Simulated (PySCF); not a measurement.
## C₆ coefficients of unlike pairs at UHF

Calculated with PySCF 2.14 from the dipole response of each species, C₆(A,B) = (3/π) ∫ α_A(iu) α_B(iu) du, in atomic units, from isotropic polarisabilities. For ions this is the dispersion term alone; charge-induced terms of lower order in 1/R come first.

| species | configuration | basis | relativity | α (bohr³) | C₆ (like pair) |
| --- | --- | --- | --- | --- | --- |
| Br+ | [Ar] 3d10 4s2 4p4 (3P) | aug-cc-pwCVTZ-PP with ECP10MDF (8s7p6d4f1g) | core potential | 12.33 | 76.86 |
| Tb(3+) | [Xe] 4f8 (7F) | x2c-TZVPPall with one added diffuse shell each of s, p, d, f type (12s8p8d5f2g) | spin-free X2C | 5.282 | 28.82 |
| V(2+) | [Ar] 3d3 (4F) | aug-cc-pVDZ-DK (7s6p4d2f) | spin-free X2C | 3.825 | 11.04 |
| Xe | [Xe] (1S) | dyall-av2z (22s16p12d) | none | 25.13 | 263.0 |

(1) Estimate C₆ for Xe with Tb(3+).

No spin-orbit coupling is included.

The other pairs:

```csv
pair,C₆
"Tb(3+), Br+",44.31
"V(2+), Br+",28.17
"Xe, V(2+)",50.45
"Xe, Br+",141.3
"V(2+), Tb(3+)",17.74
```

## Answers

(1) The integral gives 78.42. The combination rule 2 C_A C_B / (C_A α_B/α_A + C_B α_A/α_B) gives 78.79 and the geometric mean 87.06.
